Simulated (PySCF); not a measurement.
Species: C₆H₆N₂S.
Z-matrix (Å and degrees, GFN2-xTB geometry), rows numbered from 1:
```
N 
C   1  1.3443
S   2  1.6450  1  120.60
C   2  1.4674  1  118.02  3  -178.05
C   4  1.3945  2  120.32  1  -153.63
C   5  1.3842  4  118.70  2  -179.03
N   6  1.3226  5  123.48  4     0.56
C   7  1.3210  6  117.98  5     0.10
C   8  1.3854  7  123.62  6    -0.67
H   1  1.0069  2  118.26  3    -2.84
H   1  1.0061  2  121.92  3  -172.26
H   5  1.0787  4  119.88  2     1.03
H   6  1.0817  5  120.93  4  -179.66
H   8  1.0823  7  115.61  6   179.30
H   9  1.0797  4  121.44  2     0.76
```

NICS is the negative of the GIAO shielding at a point without a nucleus: at the ring centre (0) and 1 Å above and below it (1); zz is the component along the ring normal. Level: GIAO PBE0/pcSseg-1 (PySCF, non-relativistic, gas phase) on the GFN2-xTB geometry, one conformer.

Ring bond lengths (Å), with Mayer bond orders in brackets: C4–C5 1.395 (1.40), C5–C6 1.384 (1.40), C6–N7 1.323 (1.46), N7–C8 1.321 (1.49), C8–C9 1.385 (1.41), C9–C4 1.396 (1.36).

**Question.** Give the NICS values of each ring in ppm.

**Answer.** 
```json
{"ring": "C4–C5–C6–N7–C8–C9", "type": "6-membered ring with N; formal bonds all aromatic", "NICS(0)": "-7.4", "NICS(1), two faces": "-11.1 / -11.1", "NICS(1)zz, two faces": "-27.3 / -27.0", "rms pucker (Å)": "0.00", "centre to ring atoms, mean (Å)": "1.37"}
```

**Question.** What can be read from them?

**Answer.** 
- C4–C5–C6–N7–C8–C9: mean NICS(1)zz -27.2 ppm, shielded. For a flat ring without four-coordinate atoms the NICS criterion counts such a value as aromatic.

**Question.** What does the geometric index give? HOMA = 1 − mean of α(R − Ropt)² over the ring bonds, with Krygowski's 1993 parameters (CC: Ropt 1.388 Å, α 257.7 Å⁻²; CN: Ropt 1.334 Å, α 93.52 Å⁻²).

**Answer.** 
- C4–C5–C6–N7–C8–C9: HOMA 0.99; the largest term is that of C9–C4, α(R − Ropt)² = 0.02. The geometric and the magnetic index point the same way.

**Question.** What field does 14.1 T along the ring normal induce along that normal at the second NICS(1) probe listed for ring C4–C5–C6–N7–C8–C9, 1 Å off the ring?

**Answer.** NICSzz × B0 = -27.0 ppm × 14.1 T = -381 μT, against the applied field.

**Question.** What are the shieldings of the ring atoms and their hydrogens in the same run (means over atoms taken as equivalent)?

**Answer.** 
| atoms | environment | σ isotropic (ppm) | principal values of the symmetric part, first atom (ppm) |
| --- | --- | --- | --- |
| C4 | substituted aromatic carbon | 40.2 | -58.5, 11.9, 167.3 |
| C5 (×2) | aromatic CH carbon | 61.7 | -51.1, 43.6, 172.1 |
| C6 (×2) | aromatic CH next to a ring nitrogen | 30.8 | -79.8, 24.6, 145.8 |
| N7 | pyridine-type nitrogen | -104.9 | -442.1, -181.9, 309.2 |
| H12 (×2) | aromatic hydrogen | 23.97 | 18.9, 21.9, 29.2 |
| H13 (×2) | aromatic hydrogen | 22.68 | 18.7, 22.1, 27.1 |

On one thread, Arm Neoverse V1, shared host, this took 29 s of wall time. This is the whole shielding run at PBE0/pcSseg-1, SCF included.
